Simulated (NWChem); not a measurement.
System: sulfur difluoride (SF₂); SMILES FSF

Input file for NWChem:

```
start job
memory heap 200 mb stack 900 mb global 1100 mb
geometry units angstroms
  F      1.227542     0.000000    -0.496096
  S      0.000000     0.000000     0.548457
  F     -1.227542     0.000000    -0.496096
end
basis spherical
  * library def2-svp
end
dft
  xc slater vwn_5
  iterations 150
end
driver
  maxiter 120
end
task dft optimize
task dft freq
```

The level has its own optimisation; frequencies are unscaled.

**Question.** What results follow from this input? (LDA (Slater exchange, VWN5)/def2-SVP.) Quantities: r F–S (Å); highest harmonic frequency (cm⁻¹); lowest (cm⁻¹); zero-point energy (kcal/mol); dipole (D).

**Answer.** 
| Quantity | Value |
|---|---|
| r F–S (Å) | 1.613 |
| highest harmonic frequency (cm⁻¹) | 853 |
| lowest (cm⁻¹) | 324 |
| zero-point energy (kcal/mol) | 2.9 |
| dipole (D) | 1.21 |
